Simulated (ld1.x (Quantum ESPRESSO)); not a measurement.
**Ranking RRKJ potentials for silicon**

All share these settings but for the change named:

ld1.x (Quantum ESPRESSO) 7.5 input, shortened:

```
&input
   title='Si', zed=14., rel=0, dft='PZ', iswitch=3,
   config='[Ne] 3s1 3p0 3d-2'
 /
 &inputp
   pseudotype=2, tm=.false., lloc=0,
   nlcc=.false.
 /
3
3P  2  1   0.00   0.00  1.50  1.50  0.0
3D  3  2  -2.00   0.05  1.80  1.80  0.0
3S  1  0   1.00   0.00  1.70  1.70  0.0
 &test
   configts(1)='3s1 3p0'
 /
```

Cutoff: the first of the cutoffs (Ry, on a coarse ladder) from which the occupation-weighted sum of valence levels, in a spherical-Bessel basis at the reference potential, stays within 10 and 1 mRy of its value at 400 Ry; the density cutoff is not measured.

The base gives 15 Ry.

Of 8 variants that were run, those that failed, showed a ghost or another fault, or gave nearly equal values are left out.

(1) Rank these variants from softest to hardest (loose cutoff).
A. wave 3s (bound): rc 1.70 bohr becomes 3s (bound): rc 2.06 bohr
B. wave 3s (bound): rc 1.70 bohr becomes 3s (bound): rc 1.16 bohr
C. wave 3s (bound): rc 1.70 bohr becomes 3s (bound): rc 2.40 bohr
D. wave 3s (bound): rc 1.70 bohr becomes 3s (bound): rc 2.60 bohr
E. wave 3s (bound): rc 1.70 bohr becomes 3s (bound): rc 1.28 bohr

## Answers

(1) D (8 Ry), C (10 Ry), A (12 Ry), E (40 Ry), B (55 Ry).
